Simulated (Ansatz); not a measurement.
`[SiH3]C[O][ZnH]` and `NCOC[SiH3]` differ in one atom or group.

Ansatz, PBE0-D4/def2-TZVP geometries, multiplicity 1. Each molecule was computed in one conformer, which needn't be the lowest.

Scalar relativity is left out up to krypton.

| property | `[SiH3]C[O][ZnH]` |
| --- | --- |
| size of the dipole moment (B3LYP/def2-TZVPP) / D | 0.72 |
| HOMO energy (B3LYP/def2-TZVPP) / eV | -6.86 |
| HOMO energy (ωB97M-V/def2-TZVPP) / eV | -9.37 |
| LUMO energy (ωB97M-V/def2-TZVPP) / eV | 0.94 |
| LUMO energy (B3LYP/def2-TZVPP) / eV | -0.69 |
| LUMO energy (PBE/def2-TZVPP) / eV | -1.21 |

**Question.** What does the change do to each property? (Estimate.)

**Answer.** Ansatz gave: 
| property | `NCOC[SiH3]` | shift |
| --- | --- | --- |
| size of the dipole moment (B3LYP/def2-TZVPP) / D | 2.53 | 1.81 |
| HOMO energy (B3LYP/def2-TZVPP) / eV | -7.18 | -0.32 |
| HOMO energy (ωB97M-V/def2-TZVPP) / eV | -9.83 | -0.46 |
| LUMO energy (ωB97M-V/def2-TZVPP) / eV | 2.27 | 1.33 |
| LUMO energy (B3LYP/def2-TZVPP) / eV | 0.52 | 1.21 |
| LUMO energy (PBE/def2-TZVPP) / eV | 0.01 | 1.22 |

With PBE0 the HOMO falls by 0.35 eV and the LUMO rises by 1.26 eV, so the gap widens by about 1.61 eV. PBE moves the HOMO by -0.20 eV and ωB97M-V by -0.46 eV. Dipoles are sizes alone; their direction can turn.

B3LYP here is the variant with VWN-RPA as its local correlation; programs differ in this.
